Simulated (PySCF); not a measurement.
## Magnetic susceptibility: `InChI=1S/C9H11PSe/c1-3-7-10(11,8-4-2)9-5-6-9/h9H,5-6H2,1-2H3`

Molfile (atoms numbered from 1):
```
C9H11PSe
     RDKit          3D

 22 22  0  0  0  0  0  0  0  0999 V2000
    3.7729   -1.7392    0.0909 C   0  0  0  0  0  0  0  0  0  0  0  0
    2.5082   -1.0897   -0.1435 C   0  0  0  0  0  0  0  0  0  0  0  0
    1.4375   -0.5474   -0.2691 C   0  0  0  0  0  0  0  0  0  0  0  0
   -0.0413    0.2603   -0.7757 P   0  0  0  0  0  5  0  0  0  0  0  0
   -0.0879    0.7523   -2.8080 Se  0  0  0  0  0  2  0  0  0  0  0  0
   -1.3060   -0.8559   -0.2767 C   0  0  0  0  0  0  0  0  0  0  0  0
   -2.2310   -1.6201   -0.1488 C   0  0  0  0  0  0  0  0  0  0  0  0
   -3.3178   -2.5335    0.0968 C   0  0  0  0  0  0  0  0  0  0  0  0
   -0.2032    1.6559    0.3854 C   0  0  0  0  0  0  0  0  0  0  0  0
    0.4490    2.9495   -0.0087 C   0  0  0  0  0  0  0  0  0  0  0  0
   -1.0344    2.8254   -0.0559 C   0  0  0  0  0  0  0  0  0  0  0  0
    4.5403   -1.2770   -0.5295 H   0  0  0  0  0  0  0  0  0  0  0  0
    3.6983   -2.7951   -0.1674 H   0  0  0  0  0  0  0  0  0  0  0  0
    4.0575   -1.6474    1.1388 H   0  0  0  0  0  0  0  0  0  0  0  0
   -4.2140   -2.1817   -0.4135 H   0  0  0  0  0  0  0  0  0  0  0  0
   -3.5179   -2.6017    1.1660 H   0  0  0  0  0  0  0  0  0  0  0  0
   -3.0593   -3.5219   -0.2819 H   0  0  0  0  0  0  0  0  0  0  0  0
   -0.2135    1.3670    1.4308 H   0  0  0  0  0  0  0  0  0  0  0  0
    0.9062    3.5464    0.7666 H   0  0  0  0  0  0  0  0  0  0  0  0
    0.9762    2.9727   -0.9536 H   0  0  0  0  0  0  0  0  0  0  0  0
   -1.6311    3.3333    0.6871 H   0  0  0  0  0  0  0  0  0  0  0  0
   -1.4989    2.7673   -1.0317 H   0  0  0  0  0  0  0  0  0  0  0  0
  1  2  1  0
  2  3  3  0
  3  4  1  0
  4  5  2  0
  4  6  1  0
  6  7  3  0
  7  8  1  0
  4  9  1  0
  9 10  1  0
 10 11  1  0
 11  9  1  0
  1 12  1  0
  1 13  1  0
  1 14  1  0
  8 15  1  0
  8 16  1  0
  8 17  1  0
  9 18  1  0
 10 19  1  0
 10 20  1  0
 11 21  1  0
 11 22  1  0
M  END
```

Theory: GIAO BHandHLYP/pcSseg-1 magnetisability, rotational g tensor and spin-rotation constants, non-relativistic, gas phase in PySCF 2.14.0. Geometry: GFN2-xTB.

The calculation is non-relativistic, which matters for the atoms heavier than Zn.

Q: What are the magnetisability and the molar susceptibility?

A: Isotropic -2374 × 10⁻³⁰ J/T², or -143.0 × 10⁻⁶ cm³/mol; principal values -2467, -2368, -2288 × 10⁻³⁰ J/T², anisotropy 155 × 10⁻³⁰ J/T² (root of half the summed squared differences of the principal values). The susceptibility is in cgs units.

Q: Split it along the inertial axes a, b, c into diamagnetic and paramagnetic parts about the centre of mass, with the quadrupole moment.

A: 
| axis | χ (10⁻⁶ cm³/mol) | diamagnetic (10⁻⁶ cm³/mol) | paramagnetic (10⁻⁶ cm³/mol) | summed x² of all electrons (Å²) | quadrupole Θ (D Å) |
| --- | --- | --- | --- | --- | --- |
| a | -148.5 | -2198.0 | 2049.5 | 361.9 | +13.65 |
| b | -139.8 | -2342.7 | 2202.9 | 327.8 | -2.10 |
| c | -140.7 | -2926.1 | 2785.4 | 190.3 | -11.55 |

Anisotropies 2χaa − χbb − χcc = -16.5 and 2χbb − χaa − χcc = +9.6 × 10⁻⁶ cm³/mol. Θ is traceless in Buckingham's convention.

Q: And the rotational g tensor?

A: 
```
axis  rotational constant (GHz)        g  nuclear part  electronic part
   a                     0.5596  +0.0011        0.5399          -0.5388
   b                     0.5442  +0.0012        0.5644          -0.5632
   c                     0.4308  +0.0023        0.5661          -0.5638
```
Asymmetric top; isotopes 12C, 1H, 31P, 80Se; no vibrational averaging.
